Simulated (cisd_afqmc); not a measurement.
Input (AFQMC/CISD/def2-SVP; cisd_afqmc is a phaseless AFQMC code with CISD trial states that reads the integrals written by Ansatz):

Ansatz 0.2 input:
```python
import cisd_afqmc

open("ham.yaml", "w").write("""\
crystal:
  periodic: [false, false, false]
  atoms:
    - {symbol: Sn, position_ang: [0.01209984, 0.00190892, 1.19584547]}
    - {symbol: I, position_ang: [1.06306760, -1.83529781, -0.57196393]}
    - {symbol: I, position_ang: [-1.07448255, 1.83349694, -0.55619218]}
basis:
  gaussian:
    orbitals: def2-SVP
magnetization: {spin_polarized: false}
correlation: {method: ccsd, electrons: outside_noble_gas, hamiltonian_folder: ham}
""")
rep = cisd_afqmc.ansatz("ham.yaml")
e_ccsd = rep["correlation"]["coupled_cluster"]["energy"]["hartree"]
out = cisd_afqmc.run("ham", e_ccsd, trial="CISD", walkers=100, populations=8, threads=8, dt=0.005, steps=40, early=36, settle=10, least=32,
    cut=5e-5, rank_cut=2e-4, target=0.0004, seconds=1500, seed=1, memory=17280, gpu=False)
```

Output:

```
orbitals 51, occupied [9], factors 298 of 1012, rank of the doubles 158 of 378
E(HF) = -806.769858
E(CCSD) on the cut factors = -807.048810, shift to the whole factors -0.000003
Energy of the trial state on the determinant = -807.048704
  tau behind 10.8 of longer steps, mean of the populations' last blocks
   2.0  -807.05812
   4.0  -807.05880
   6.0  -807.05883
   8.0  -807.05748
  10.0  -807.05882
blocks 381 (0 outliers left out), error by blocks joined: 1: 0.00019, 2: 0.00024, 4: 0.00032, 8: 0.00036, 16: 0.00040
E(AFQMC/CISD) = -807.05845 +/- 0.00040
```
